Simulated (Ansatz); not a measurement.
Computed with Ansatz on PBE0-D4/def2-TZVP structures; ΔE is electronic, products minus reactants. CBS: MP2 limit from def2 TZ/QZ plus the TZ coupled-cluster correction, frozen cores. DFT in def2-TZVPP. For Ga outer-core shells are correlated without core-valence functions, which leaves a few kJ/mol of doubt a bond. Scalar relativity is left out up to krypton. One conformer a species, not always the lowest.

`N[SiH](O)S[SiH3]` + `[OH][GaH2]` → `[SiH3][O][GaH2]` + `N[SiH](O)S`  (ligand exchange at the Si–S bond)

```csv
level,ΔE (kcal/mol)
r2SCAN-D4,-7.8
r2SCANh,-8.3
```

(1) What does CCSD(T)/CBS give? (Best estimate.)

Largest T1 diagnostic among the species: 0.015.

Answers

(1) Ansatz gave: -8.6 kcal/mol. The listed levels differ from it by 0.8, 0.3 kcal/mol.

Leaving LDA and LC-ωPBE aside and taking each functional with its dispersion term where it has one, the values, not all of them listed here, spread over 6.5 kcal/mol, from BHLYP-D4 to revPBE-D4. From BLYP to BHLYP (50 % exact exchange), in def2-TZVPP and without D4, ΔE moves by −2.3 kcal/mol. In def2-TZVPP, CCSD(T) changes the Hartree–Fock value by +5.5 kcal/mol (the triples alone add +1.1 kcal/mol) and MP2 by +6.4 kcal/mol.
